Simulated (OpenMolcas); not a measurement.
# Lu III: effect of the basis set

```json
{
  "Program": "OpenMolcas 26.06",
  "Method": "CASSCF",
  "Active space": "1 electron in 6 orbitals (5d 6s)",
  "State averaging": "2S+1 = 2 even, 6 roots",
  "Spin-orbit coupling": "RASSI with atomic mean-field integrals over the reference wave functions, term energies averaged over their components"
}
```

A. ANO-R1 [7s5p4d2f], X2C, finite nucleus; cost about 6 core-seconds
B. ANO-RCC-VDZP [7s6p4d2f1g], DKH2, point nucleus; cost of the order of 5 core-seconds
C. ANO-R2 [8s6p5d3f1g], X2C, finite nucleus; cost about 4 core-seconds
D. ANO-RCC-VTZP [8s7p5d3f2g1h], DKH2, point nucleus; cost roughly 7 core-seconds
E. ANO-RCC-VQZP [9s8p6d4f3g2h], DKH2, point nucleus; cost roughly 15 core-seconds
F. ANO-R3 [10s8p7d5f4g2h], X2C, finite nucleus; cost roughly 40 core-seconds

Energies in cm⁻¹ above 6s ²S_1/2.

| Level | A | B | C | D | E | F |
| --- | --- | --- | --- | --- | --- | --- |
| 6s ²S_1/2 | 0.0 | 0.0 | 0.0 | 0.0 | 0.0 | 0.0 |
| 5d ²D_3/2 | 8029 | 9610 | 7386 | 5835 | 5332 | 5027 |
| 5d ²D_5/2 | 11139 | 12809 | 10316 | 8936 | 8590 | 8377 |

Among A to F the level of the table that moves most is 5d ²D_3/2, by 4600 cm-1 (lowest in F, highest in B).

With one active electron the reference holds no correlation, so core polarisation is missing. Only configurations of the active space appear.
